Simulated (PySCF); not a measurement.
## EPR parameters of C7H10Cl

Compound: C7H10Cl (doublet state).
Z-matrix (Å and degrees, GFN2-xTB geometry), rows numbered from 1:
```
Cl
C   1  1.7861
C   2  1.5191  1  110.43
C   3  1.5198  2  110.72  1  -179.00
C   4  1.5393  3  124.31  2  -176.88
C   5  1.5332  4   70.58  3  -179.93
C   6  1.5346  5   90.16  4   -45.04
C   6  1.5345  5   90.17  4    45.05
H   2  1.0898  1  106.91  3   121.13
H   2  1.0898  1  106.83  3  -121.16
H   3  1.0926  2  109.98  1   -58.57
H   3  1.0926  2  109.94  1    60.51
H   5  1.0854  4  117.01  3    68.53
H   5  1.0852  4  117.00  3   -68.48
H   7  1.0855  4  117.15  3    70.03
H   7  1.0853  4  117.06  3   -67.48
H   8  1.0855  4  117.18  3   -70.09
H   8  1.0855  4  117.05  3    67.37
```

The hyperfine couplings belong to this conformer and change with its torsions.

As a line formula: `ClCCC12C[C](C1)C2` [radical].

Theory: PySCF 2.14.0, UKS B3LYP, pcH-1 on C Cl H, non-relativistic, mean-field spin-orbit, GIAO. Isolated species at its GFN2-xTB geometry (one conformer only). A GFN2-xTB geometry isn't a minimum of the functional, and hyperfine couplings can be far from their values at a DFT geometry. Stability of the SCF solution: not tested.

- g1, g2, g3: 2.00218, 2.00281, 2.00307
- g_iso: 2.00269
- Form of g: rhombic: the two nearest values differ by 29 % of g3 − g1
- ⟨S²⟩: 0.7524 (exact 0.7500)
- α and β electrons: 35, 34
- HOMO–LUMO gap, α and β orbitals: 5.87, 6.34 eV

Hyperfine couplings atom by atom, in MHz; T1 to T3 are the principal values of the dipolar part; ρ(0) is the spin density at the nucleus:

```
atom  isotope  a_iso  of which spin–orbit     T1     T2     T3  Mulliken spin population  ρ(0) (bohr⁻³)
 Cl1     35Cl    2.8                  0.0   -1.1   -1.0    2.1                      0.00         0.0063
  C2      13C   -3.0                  0.0   -0.6    0.1    0.6                      0.00        -0.0027
  C3      13C   88.6                  0.0   -8.2   -8.1   16.3                      0.07         0.0788
  C4      13C   75.7                  0.0   -2.7   -2.7    5.4                      0.02         0.0673
  C5      13C    8.6                  0.0   -9.8   -6.9   16.7                      0.04         0.0076
  C6      13C  333.9                 -0.1  -64.2  -64.2  128.4                      0.79         0.2971
  C7      13C    9.6                  0.0   -9.3   -6.5   15.8                      0.04         0.0086
  C8      13C    9.7                  0.0   -9.4   -6.5   15.8                      0.04         0.0086
  H9       1H   -0.1                  0.0   -1.5   -0.8    2.3                      0.00         0.0000
 H10       1H    0.0                  0.0   -1.5   -0.9    2.3                      0.00         0.0000
 H11       1H   -5.1                  0.0   -4.3   -1.6    5.9                      0.00        -0.0011
 H12       1H   -5.0                  0.0   -4.3   -1.6    5.9                      0.00        -0.0011
 H13       1H   -2.7                  0.0   -6.2   -3.5    9.7                      0.00        -0.0006
 H14       1H   -2.7                  0.0   -6.2   -3.5    9.7                      0.00        -0.0006
 H15       1H   -2.4                  0.0   -6.0   -3.6    9.6                      0.00        -0.0005
 H16       1H   -2.4                  0.0   -6.0   -3.6    9.6                      0.00        -0.0005
 H17       1H   -2.4                  0.0   -6.0   -3.6    9.6                      0.00        -0.0005
 H18       1H   -2.4                  0.0   -6.0   -3.6    9.6                      0.00        -0.0005
```

Largest spin populations (Mulliken): C6 (+0.79) and C3 (+0.07). No atom but C6 exceeds +0.15. The angles at C6 add up to 270.4°, so it is pyramidal.

Under fast tumbling the dipolar parts average out, and these isotropic splittings remain: 2 × 1H (H11/H12, I = 1/2, 3 lines) with 0.18 mT, 1 × 35Cl (Cl1, I = 3/2, 4 lines) with 0.10 mT and 6 × 1H (H13 (×6), I = 1/2, 7 lines) with 0.09 mT.

Class means assume fast exchange of nuclei equivalent by connectivity; if that motion is slow, each nucleus keeps its own coupling.

Main isotope only: 35Cl (natural samples also hold 24 % 37Cl, magnetic too, which adds its own pattern).

The 13C coupling of C6 (333.9 MHz) shows only in satellite lines or after enrichment, since that isotope makes up about 1.07 % of natural carbon.
